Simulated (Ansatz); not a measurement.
Computed with Ansatz on PBE0-D4/def2-TZVP structures; ΔE is electronic, products minus reactants. CCSD(T)/CBS adds triple-zeta CCSD(T) − MP2 to the extrapolated MP2 energy (def2 sets, frozen cores). Functionals use def2-TZVPP. def2 core potentials past Kr. For Sn outer-core shells are correlated without core-valence functions, which leaves a few kJ/mol of doubt a bond. One conformer a species, not always the lowest.

Reaction (redistribution): `[SH][SnH]([Cl])[Cl]` + `CO[SiH3]` → `[SH][SnH2][Cl]` + `CO[SiH2]Cl`

```csv
level,ΔE (kJ/mol)
BHLYP-D4,-22.6
BLYP,-20.3
r2SCANh,-27.1
HF/def2-SVP,-19.8
```

Problem. What does CCSD(T)/CBS give? (Estimate.)

Solution. Ansatz gave: -23.0 kJ/mol. The listed levels differ from it by 0.4, 2.7, -4.1, 3.2 kJ/mol.

Largest T1 diagnostic among the species: 0.012.

Leaving LDA and LC-ωPBE aside and taking each functional with its dispersion term where it has one, the values, not all of them listed here, spread over 8.6 kJ/mol, from ωB97M-V to BLYP-D4. LDA lies −8.7 kJ/mol from PBE without D4. From BLYP to BHLYP (50 % exact exchange), in def2-TZVPP and without D4, ΔE moves by −4.3 kJ/mol. In def2-TZVPP, CCSD(T) changes the Hartree–Fock value by −4.8 kJ/mol (the triples alone add +0.5 kJ/mol) and MP2 by −4.6 kJ/mol.
